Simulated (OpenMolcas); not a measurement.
Ionisation energies of tin

* Program: OpenMolcas
* Basis: ANO-RCC-VTZP [7s6p4d2f1g]
* Scalar Hamiltonian: DKH2, point nucleus
* Spin-orbit coupling: state interaction with AMFI integrals over the reference wave functions, term energies averaged over their components

Active shells in each charge state: the valence s, p shells, with orbitals averaged over the low states. Where CASPT2's correlated closed shells are named, they are those of the first ion.

A. CASSCF
B. SS-CASPT2, IPEA 0.25 Eh, imaginary shift 0.1 Eh (closed shells correlated: 4s 4p 4d)

Energies in eV between the lowest computed levels (charge -1 gives the electron affinity), named as in B; reference values from the NIST Atomic Spectra Database with their kind.

```json
{"From": "Sn- 5s² 5p³ ⁴S°_3/2", "To": "Sn 5s² 5p² ³P₀", "A": "0.504", "B": "1.014", "Spin-orbit share in B": "-0.279", "Reference": ""}
{"From": "Sn 5s² 5p² ³P₀", "To": "Sn+ 5s² 5p ²P°_1/2", "A": "6.587", "B": "7.232", "Spin-orbit share in B": "-0.013", "Reference": "7.344 (measured)"}
{"From": "Sn+ 5s² 5p ²P°_1/2", "To": "Sn2+ 5s² ¹S₀", "A": "13.603", "B": "14.497", "Spin-orbit share in B": "+0.314", "Reference": "14.633 (measured)"}
{"From": "Sn2+ 5s² ¹S₀", "To": "Sn3+ 5s ²S_1/2", "A": "29.369", "B": "30.354", "Spin-orbit share in B": "+0.000", "Reference": "30.506 (measured)"}
{"From": "Sn3+ 5s ²S_1/2", "To": "Sn4+ 4d¹⁰ ¹S₀", "A": "39.263", "B": "40.768", "Spin-orbit share in B": "+0.000", "Reference": "40.740 (measured)"}
```

Error against the reference values, in %:

```csv
From,Reference,A,B
Sn,measured,-10.3,-1.5
Sn+,measured,-7.0,-0.9
Sn2+,measured,-3.7,-0.5
Sn3+,measured,-3.6,+0.1
```

Mean absolute error over the 4 measured values: A 1.10 eV, B 0.11 eV. B lies closest.

No diffuse functions were added, so the electron affinity comes out too small, and without dynamic correlation a bound anion can come out unbound.

° marks odd parity.
